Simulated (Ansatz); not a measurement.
`O[SiH](F)[SiH2]F` + `[CH3][AlH][BH]O` → `C[SiH2][SiH](O)F` + `O[BH][AlH][F]`  (redistribution)

Gas-phase electronic energies from Ansatz, PBE0-D4/def2-TZVP geometries. CBS: MP2 limit from def2 TZ/QZ plus the TZ coupled-cluster correction, frozen cores. Functionals use def2-TZVPP. B3LYP here is the variant with VWN-RPA as its local correlation; programs differ in this. HSE06 is defined as in plane-wave codes. Each species was taken in one conformer, which may not be the lowest.

```json
{"level": "PBE-D4", "ΔE (kcal/mol)": "-19.5", "difference from CCSD(T)/CBS": "0.0"}
{"level": "revPBE-D4", "ΔE (kcal/mol)": "-19.8", "difference from CCSD(T)/CBS": "-0.3"}
{"level": "BLYP-D4", "ΔE (kcal/mol)": "-19.6", "difference from CCSD(T)/CBS": "-0.1"}
{"level": "r2SCAN-D4", "ΔE (kcal/mol)": "-19.2", "difference from CCSD(T)/CBS": "0.3"}
{"level": "B97M-V", "ΔE (kcal/mol)": "-19.4", "difference from CCSD(T)/CBS": "0.1"}
{"level": "PBE0-D4", "ΔE (kcal/mol)": "-19.6", "difference from CCSD(T)/CBS": "-0.1"}
{"level": "B3LYP-D4", "ΔE (kcal/mol)": "-19.7", "difference from CCSD(T)/CBS": "-0.2"}
{"level": "r2SCANh-D4", "ΔE (kcal/mol)": "-19.3", "difference from CCSD(T)/CBS": "0.2"}
{"level": "HSE06-D4", "ΔE (kcal/mol)": "-19.6", "difference from CCSD(T)/CBS": "-0.1"}
{"level": "BHLYP-D4", "ΔE (kcal/mol)": "-19.6", "difference from CCSD(T)/CBS": "-0.1"}
{"level": "CAM-B3LYP-D4", "ΔE (kcal/mol)": "-19.6", "difference from CCSD(T)/CBS": "-0.1"}
{"level": "ωB97M-V", "ΔE (kcal/mol)": "-19.2", "difference from CCSD(T)/CBS": "0.3"}
{"level": "B2PLYP", "ΔE (kcal/mol)": "-19.6", "difference from CCSD(T)/CBS": "-0.1"}
{"level": "PBE-QIDH", "ΔE (kcal/mol)": "-19.8", "difference from CCSD(T)/CBS": "-0.3"}
{"level": "PBE", "ΔE (kcal/mol)": "-19.2", "difference from CCSD(T)/CBS": "0.3"}
{"level": "revPBE", "ΔE (kcal/mol)": "-19.0", "difference from CCSD(T)/CBS": "0.5"}
{"level": "BLYP", "ΔE (kcal/mol)": "-19.0", "difference from CCSD(T)/CBS": "0.5"}
{"level": "r2SCAN", "ΔE (kcal/mol)": "-19.1", "difference from CCSD(T)/CBS": "0.4"}
{"level": "PBE0", "ΔE (kcal/mol)": "-19.4", "difference from CCSD(T)/CBS": "0.1"}
{"level": "B3LYP", "ΔE (kcal/mol)": "-19.2", "difference from CCSD(T)/CBS": "0.3"}
{"level": "r2SCANh", "ΔE (kcal/mol)": "-19.2", "difference from CCSD(T)/CBS": "0.3"}
{"level": "r2SCAN0", "ΔE (kcal/mol)": "-19.4", "difference from CCSD(T)/CBS": "0.1"}
{"level": "HSE06", "ΔE (kcal/mol)": "-19.3", "difference from CCSD(T)/CBS": "0.2"}
{"level": "BHLYP", "ΔE (kcal/mol)": "-19.3", "difference from CCSD(T)/CBS": "0.2"}
{"level": "CAM-B3LYP", "ΔE (kcal/mol)": "-19.3", "difference from CCSD(T)/CBS": "0.2"}
{"level": "LC-ωPBE", "ΔE (kcal/mol)": "-19.8", "difference from CCSD(T)/CBS": "-0.3"}
{"level": "RPA@PBE/def2-TZVPP", "ΔE (kcal/mol)": "-18.8", "difference from CCSD(T)/CBS": "0.7"}
{"level": "MP2/def2-SVP", "ΔE (kcal/mol)": "-24.7", "difference from CCSD(T)/CBS": "-5.2"}
{"level": "CCSD/def2-SVP", "ΔE (kcal/mol)": "-24.3", "difference from CCSD(T)/CBS": "-4.8"}
{"level": "CCSD(T)/def2-SVP", "ΔE (kcal/mol)": "-24.2", "difference from CCSD(T)/CBS": "-4.7"}
{"level": "HF/def2-TZVPP", "ΔE (kcal/mol)": "-18.6", "difference from CCSD(T)/CBS": "0.9"}
{"level": "MP2/def2-TZVPP", "ΔE (kcal/mol)": "-20.2", "difference from CCSD(T)/CBS": "-0.7"}
{"level": "SCS-MP2/def2-TZVPP", "ΔE (kcal/mol)": "-19.6", "difference from CCSD(T)/CBS": "-0.1"}
{"level": "CCSD/def2-TZVPP", "ΔE (kcal/mol)": "-19.6", "difference from CCSD(T)/CBS": "-0.1"}
{"level": "CCSD(T)/def2-TZVPP", "ΔE (kcal/mol)": "-19.6", "difference from CCSD(T)/CBS": "-0.1"}
{"level": "HF/def2-QZVPP", "ΔE (kcal/mol)": "-18.6", "difference from CCSD(T)/CBS": "0.9"}
{"level": "MP2/def2-QZVPP", "ΔE (kcal/mol)": "-20.2", "difference from CCSD(T)/CBS": "-0.7"}
{"level": "SCS-MP2/def2-QZVPP", "ΔE (kcal/mol)": "-19.6", "difference from CCSD(T)/CBS": "-0.1"}
{"level": "HF/CBS(def2)", "ΔE (kcal/mol)": "-18.6", "difference from CCSD(T)/CBS": "0.9"}
{"level": "CCSD/CBS(def2)", "ΔE (kcal/mol)": "-19.5", "difference from CCSD(T)/CBS": "0.0"}
{"level": "CCSD(T)/CBS", "ΔE (kcal/mol)": "-19.5", "difference from CCSD(T)/CBS": "0"}
```

Largest T1 diagnostic among the species: 0.014.

Leaving LDA and LC-ωPBE aside and taking each functional with its dispersion term where it has one, the values spread over 0.6 kcal/mol, from PBE-QIDH to r2SCAN-D4. In def2-TZVPP, CCSD(T) changes the Hartree–Fock value by −0.9 kcal/mol (the triples alone add +0.0 kcal/mol) and MP2 by −1.6 kcal/mol. At CCSD(T), def2-SVP lies −4.7 kcal/mol from the extrapolated value and def2-TZVPP −0.1 kcal/mol.
